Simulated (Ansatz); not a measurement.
A run for Ansatz (a first-principles code): R-CCSD(T)/cc-pV(T+d)Z on H2O (SMILES O). The basis file is the Basis Set Exchange's JSON of that set.

Ansatz 0.2 input:
```yaml
crystal:
  periodic: [false, false, false]
  atoms:
    - {symbol: O, position_ang: [-0.00000000, 0.00000000, 0.38961139]}
    - {symbol: H, position_ang: [0.00000000, 0.76498632, -0.19485569]}
    - {symbol: H, position_ang: [0.00000000, -0.76498632, -0.19485569]}
basis:
  gaussian:
    orbitals: cc-pV_T+d_Z.json
magnetization: {spin_polarized: false}
correlation: {method: ccsd_t, electrons: outside_noble_gas}
scf: {lower_state_search: off}
```

**Question.** What total energy does the run end on?

**Answer.** -76.3321 hartree (reference determinant -76.0568, T1 diagnostic 0.007).
